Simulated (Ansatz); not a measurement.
NbO₃⁻, relaxed as a singlet with RKS r2SCAN-D4/def2-TZVPD in Ansatz, starting from the GFN2-xTB geometry. Force threshold 0.02 eV/Å.

In the def2 sets Nb takes a core potential; there is no spin–orbit coupling. The structure holds one bond between oxygen atoms, so isomers without such links may lie far lower. The restricted singlet is unstable: a solution with broken spin symmetry lies lower. The highest occupied level of the charge -1 singlet lies above zero (up to 0.64 eV). Its loss leaves the charge 0 doublet, which lies 1.23 eV higher (vertical, at r2SCAN-D4/def2-TZVPD), but this difference is unsure: the doublet is doubtful (geometry relaxed on an unsound state). The relaxation made no stability test and no search for a lower SCF solution. At r2SCAN-D4/def2-TZVPD a triplet of charge -1 lies 0.69 eV below the restricted singlet, each at its own geometry. The structure comes from a short search, and lower isomers may exist.

Start:

```xyz
4

Nb   -0.152   -0.233   -0.357
O     0.621    0.080    1.323
O    -0.719   -1.098   -1.682
O     0.251    1.251    0.716
```

(1) Estimate the energy that the relaxation releases and the steps that it takes.

(2) Does the start keep its bonding and symmetry?

(3) Predict the relaxed structure.

Results:

(1) 142.9 kJ/mol, in 11 steps; 20 s on 4 threads of Arm Neoverse V1 on a shared host. No frequencies were taken in this run, so the end may be a saddle point.

(2) By distances, no bond broke or formed. The bond that changes most is O2–O4, from 1.37 to 1.45 Å (atoms count from 1). Point group C2v at the start, Cs at the end, both within 0.05 Å.

(3) 
```xyz
4

Nb    0.5101   -0.1872   -0.6612
O     0.4003   -0.0570    1.2807
O    -0.9215   -0.9366   -1.2534
O     0.0110    1.1808    0.6339
```
Bond lengths: 3 × Nb–O 1.72 to 1.95 Å; 1 × O–O 1.45 Å.
